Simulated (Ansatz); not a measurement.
Geometry optimisation, Ansatz, RKS B3LYP-D4/def2-SVP.

Input:

```yaml
crystal:
  periodic: [false, false, false]
  atoms:
    - { symbol: B, position_ang: [-0.4928, 0.0948, 1.7423] }
    - { symbol: C, position_ang: [-0.0186, -0.3285, 0.3036] }
    - { symbol: S, position_ang: [1.5956, 0.3945, -0.0185] }
    - { symbol: Se, position_ang: [-1.1908, 0.248, -1.0881] }
    - { symbol: Se, position_ang: [-0.3075, -1.2588, -2.7003] }
    - { symbol: H, position_ang: [0.075, -0.1156, 2.6999] }
    - { symbol: H, position_ang: [-1.5204, 0.7529, 1.8411] }
    - { symbol: H, position_ang: [0.103, -1.4153, 0.2984] }
    - { symbol: H, position_ang: [1.1607, 1.7376, 0.0319] }
    - { symbol: H, position_ang: [0.6788, -0.1608, -3.1074] }
basis:
  gaussian: { orbitals: def2-SVP }
hamiltonian:
  xc: b3lyp
  dispersion: d4
relax:
  f_tol: 0.015
  max_steps: 40
```

Command:

```bash
$ ansatz run input.yaml --threads 2 --pin off --max-ram 3072MiB --backend cpu --events-out ev --progress --plain --runs-dir out
```

Question: Where does it end, and by what steps?

Answer: The run converged. After 15 steps the energy has fallen by 0.809 eV; H7 moved furthest, 0.76 Å. Joined: B1–S3 (2.75 → 2.14 Å).

| step | energy less start (eV) | largest force component (eV/Å) | accepted |
| --- | --- | --- | --- |
| 0 | 0.0000 | 1.671 | yes |
| 1 | -0.4083 | 0.812 | yes |
| 2 | -0.4880 | 0.530 | yes |
| 3 | -0.5635 | 0.387 | yes |
| 4 | -0.6340 | 0.429 | yes |
| 5 | -0.7058 | 0.668 | yes |
| 6 | -0.7692 | 0.352 | yes |
| 7 | -0.7766 | 0.664 | yes |
| 8 | -0.7844 | 0.485 | yes |
| 9 | -0.8059 | 0.090 | yes |
| 10 | -0.8068 | 0.076 | yes |
| 11 | -0.8089 | 0.044 | yes |
| 12 | -0.8088 | 0.145 | no |
| 13 | -0.8092 | 0.019 | yes |
| 14 | -0.8093 | 0.022 | yes |
| 15 | -0.8094 | 0.011 | yes |

```xyz
10
Properties=species:S:1:pos:R:3
B -0.345 0.238 1.713
C -0.162 -0.540 0.370
S 1.402 0.512 0.507
Se -1.349 -0.152 -1.099
Se -0.200 -1.122 -2.922
H -0.015 -0.299 2.740
H -0.977 1.265 1.722
H 0.165 -1.585 0.382
H 0.918 1.581 -0.170
H 0.647 0.051 -3.240
```

Whether the end is a true minimum wasn't checked by a vibrational analysis.

Run time: 67 s on 2 threads of Intel(R) Xeon(R) Platinum 8488C (Sapphire Rapids), with other jobs on the host, peak memory 0.43 GiB.
